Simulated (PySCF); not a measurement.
PySCF 2.14 output of an unrestricted PBE calculation on a single atom or ion in aug-cc-pwCVDZ-PP with ECP28MDF, with scalar relativity through the core potential:

```
SCF conv_tol = 1e-09
number electrons alpha = 13  beta = 9
    J. P. Perdew, K. Burke, and M. Ernzerhof.,  Phys. Rev. Lett. 77, 3865 (1996)
    J. P. Perdew, K. Burke, and M. Ernzerhof.,  Phys. Rev. Lett. 78, 1396 (1997)
    J. P. Perdew, K. Burke, and M. Ernzerhof.,  Phys. Rev. Lett. 77, 3865 (1996)
    J. P. Perdew, K. Burke, and M. Ernzerhof.,  Phys. Rev. Lett. 78, 1396 (1997)
cycle= 1 E= -239.296969618387  delta_E= -0.00801  |g|= 0.044  |ddm|= 1.39
cycle= 2 E= -239.298064089533  delta_E= -0.00109  |g|= 0.0346  |ddm|= 0.295
cycle= 3 E= -239.298578819644  delta_E= -0.000515  |g|= 0.00378  |ddm|= 0.148
cycle= 4 E= -239.298911468176  delta_E= -0.000333  |g|= 0.00196  |ddm|= 0.227
cycle= 5 E= -239.298926549422  delta_E= -1.51e-05  |g|= 0.000479  |ddm|= 0.0782
cycle= 6 E= -239.298927414684  delta_E= -8.65e-07  |g|= 0.000228  |ddm|= 0.0347
cycle= 7 E= -239.298928415768  delta_E= -1e-06  |g|= 1.02e-05  |ddm|= 0.0146
cycle= 8 E= -239.29892841632  delta_E= -5.52e-10  |g|= 2.37e-06  |ddm|= 0.000517
converged SCF energy = -239.29892841632  <S^2> = 6.0010325  2S+1 = 5.000413
```

The run itself started from symmetry-adapted Hartree-Fock orbitals and held the occupation by maximum overlap, on a logarithmic radial grid, so the iterations belong to that start.

Problem. Which element, charge and spin multiplicity is this?

Solution. Sb⁺ (antimony, charge +1), multiplicity 5; the state was [Kr] 4d10 5s1 5p2 6s1, high-spin 5P determinant (an excited configuration).

⟨L²⟩ = 3.11 against 2 for a pure P term, so this real determinant mixes terms. Energies and moments cover only the electrons outside the core potential. The outer electron is Rydberg-like, and this basis confines it to a smaller radius and binds it less than a complete one would.
